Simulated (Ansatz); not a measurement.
Cost and result up the ladder for `CCCCCCCCCCCC[Si](C)(C)Cl` (47 atoms). The state is a singlet with charge 0. Geometry: PBE-D4/def2-SVP.

Ansatz on 2 threads of AMD EPYC 7R13 on a shared host and a share (18 GiB) of an NVIDIA H100 80GB HBM3. Times are rough, and most runs start from the orbitals of an earlier one. CAM-B3LYP-D4/def2-TZVP serves as the yardstick here, not as an exact answer. Differences are given only for rows in sets of like size (and for xTB, whose basis is part of the method), since another set adds its own error. Binding counts from free atoms at the same level (C triplet, Si triplet, Cl doublet, H doublet; other spins of the atoms weren't run), without zero-point energy or a counterpoise term.

Correlated methods freeze 24 core orbitals. The rows differ in basis, and correlated rows in double-zeta sets carry the largest basis error. Single mean-field runs in def2-TZVP are fitted with def2-universal-jkfit.

Correlated methods converge slowly with the basis, most of all in double-zeta sets.

| level | functions | binding energy per atom (eV) | difference from CAM-B3LYP-D4/def2-TZVP (eV) |
| --- | --- | --- | --- |
| HF/STO-3G | 119 | 3.98 | – |
| PBE-D4/def2-TZVP (with forces) | 694 | 4.21 | 0.06 |
| PBE0-D4/def2-SVP | 387 | 4.21 | – |
| MP2/def2-SVP | 387 | 4.01 | – |
| r2SCAN-D4/def2-TZVP | 694 | 4.15 | 0.00 |
| r2SCANh-D4/def2-TZVP | 694 | 4.13 | -0.02 |
| PBE0-D4/def2-TZVP (with forces) | 694 | 4.17 | 0.02 |
| revPBE-D4/def2-TZVP | 694 | 4.13 | -0.03 |
| CAM-B3LYP-D4/def2-TZVP | 694 | 4.15 | 0.00 |
| PBE-D4/def2-SVP | 387 | 4.25 | – |

(1) Estimate how long each takes.

Answers

(1) HF/STO-3G 8 s; PBE-D4/def2-SVP 8 s; MP2/def2-SVP 8.5 s; revPBE-D4/def2-TZVP 9 s; PBE0-D4/def2-SVP 9 s; r2SCANh-D4/def2-TZVP 10 s; PBE-D4/def2-TZVP (with forces) 11 s; CAM-B3LYP-D4/def2-TZVP 11 s; r2SCAN-D4/def2-TZVP 12 s; PBE0-D4/def2-TZVP (with forces) 12 s. On shared hardware such times vary by a factor of up to 3.
